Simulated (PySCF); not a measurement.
Job file and geometry (Å, from GFN2-xTB) of an NMR shielding run on `[C@H]1(B)[C@@H](CB)[C@H]1N([SiH3])[SiH3]`, C4H15B2NSi2, PySCF, GIAO PBE0/pcSseg-1 NMR shielding, non-relativistic, gas phase; density fitting, a coarse starting grid and PySCF grid level 2 are the driver's defaults:

```
$ OMP_NUM_THREADS=1 python probes_run.py task.json out

{"job": {"kind": "nmr", "xc": "PBE0", "basis": "pcSseg-1"}, "charge": 0, "multiplicity": 1}
B      2.708324     1.372457    -0.746709
C      1.389610     1.252026     0.091548
C      1.177197    -0.039824     0.846080
C      0.920472    -1.345379     0.094284
B      0.816301    -1.425922    -1.437247
C     -0.156581    -0.684034     0.966291
N     -1.343372    -0.131957     0.395197
Si    -1.896779     1.427245     0.941324
Si    -2.352317    -1.232773    -0.487426
H      2.940018     2.382301    -1.289961
H      3.463328     0.484095    -0.828029
H      0.550729     1.400467    -0.594430
H      1.313335     2.086941     0.796984
H      1.827369    -0.135705     1.711306
H      1.347785    -2.214776     0.588542
H      1.083329    -2.436043    -1.968935
H      0.542069    -0.499232    -2.096314
H     -0.350086    -1.221917     1.895343
H     -1.890987     2.360864    -0.189496
H     -0.996794     1.865154     2.006789
H     -3.257664     1.310277     1.473958
H     -2.978598    -2.207410     0.418742
H     -1.497589    -1.936768    -1.446906
H     -3.370833    -0.410323    -1.133379
```

**Question.** What does the program print?

**Answer.** 
```
coarse grid: 20128 points
cycle   1  E = -844.0837184271  dE =  8.287e-01  |g| = 4.775e-01  |ddm| = 4.341e+00
cycle   2  E = -844.0566688686  dE =  2.705e-02  |g| = 6.021e-01  |ddm| = 1.053e+00
cycle   3  E = -844.1400802422  dE = -8.341e-02  |g| = 8.321e-02  |ddm| = 6.792e-01
cycle   4  E = -844.1412593061  dE = -1.179e-03  |g| = 4.062e-02  |ddm| = 1.306e-01
cycle   5  E = -844.1416575444  dE = -3.982e-04  |g| = 9.067e-03  |ddm| = 4.977e-02
cycle   6  E = -844.1416753148  dE = -1.777e-05  |g| = 1.956e-03  |ddm| = 9.983e-03
cycle   7  E = -844.1416761950  dE = -8.801e-07  |g| = 4.837e-04  |ddm| = 2.078e-03
final grid: 182672 points
cycle   8  E = -844.1897636040  dE = -6.777e-05  |g| = 8.434e-03  |ddm| = 4.832e-02
cycle   9  E = -844.1897522978  dE =  1.131e-05  |g| = 1.094e-02  |ddm| = 2.082e-02
cycle  10  E = -844.1897821886  dE = -2.989e-05  |g| = 1.300e-03  |ddm| = 1.239e-02
cycle  11  E = -844.1897825707  dE = -3.821e-07  |g| = 4.062e-04  |ddm| = 1.759e-03
cycle  12  E = -844.1897826069  dE = -3.624e-08  |g| = 9.643e-05  |ddm| = 4.895e-04
cycle  13  E = -844.1897826090  dE = -2.065e-09  |g| = 3.336e-05  |ddm| = 1.172e-04
cycle  14  E = -844.1897826093  dE = -2.533e-10  |g| = 6.546e-06  |ddm| = 3.632e-05
converged SCF energy = -844.1897826093

GIAO shielding tensors (ppm)
atom      isotropic    diamagn.    paramagn.     s11        s22        s33       span
  0 B        6.699     191.010    -184.310    -71.696    -32.840    124.635    196.331
  1 C      155.028     251.622     -96.594    123.899    162.218    178.967     55.068
  2 C      142.123     254.618    -112.496    118.320    151.143    156.906     38.586
  3 C      155.646     257.188    -101.542    103.050    170.776    193.111     90.061
  4 B       22.704     194.726    -172.022    -56.554    -13.953    138.620    195.174
  5 C      123.721     247.077    -123.356     90.666    121.485    159.011     68.345
  6 N      255.801     329.951     -74.150    229.284    252.752    285.367     56.083
  7 Si     396.718     880.464    -483.746    353.903    372.418    463.834    109.931
  8 Si     382.082     880.948    -498.866    297.202    379.980    469.063    171.861
  9 H       23.574      28.883      -5.309     15.949     26.976     27.798     11.849
 10 H       23.716      29.311      -5.595     14.319     27.105     29.724     15.406
 11 H       29.335      33.262      -3.928     24.120     30.259     33.625      9.505
 12 H       29.412      31.194      -1.782     24.986     27.792     35.459     10.473
 13 H       29.257      33.706      -4.449     23.593     27.106     37.072     13.479
 14 H       30.046      33.889      -3.843     24.261     26.608     39.268     15.006
 15 H       23.954      31.172      -7.217     17.568     26.292     28.002     10.434
 16 H       25.055      32.136      -7.081     15.677     28.875     30.613     14.936
 17 H       28.039      32.628      -4.589     20.977     27.640     35.500     14.523
 18 H       26.707      30.116      -3.410     23.007     24.600     32.513      9.506
 19 H       26.940      30.712      -3.773     23.604     26.187     31.029      7.424
 20 H       26.887      28.991      -2.103     22.802     25.052     32.808     10.006
 21 H       27.010      29.244      -2.234     23.345     24.475     33.209      9.865
 22 H       28.681      30.684      -2.003     24.849     28.947     32.248      7.399
 23 H       26.931      29.610      -2.679     23.056     25.308     32.429      9.373
```

Size and cost of the density-fitted run: 242 basis functions, 68 s wall time on 1 thread of an Arm Neoverse V1, shared host; peak memory 1.1 GiB.
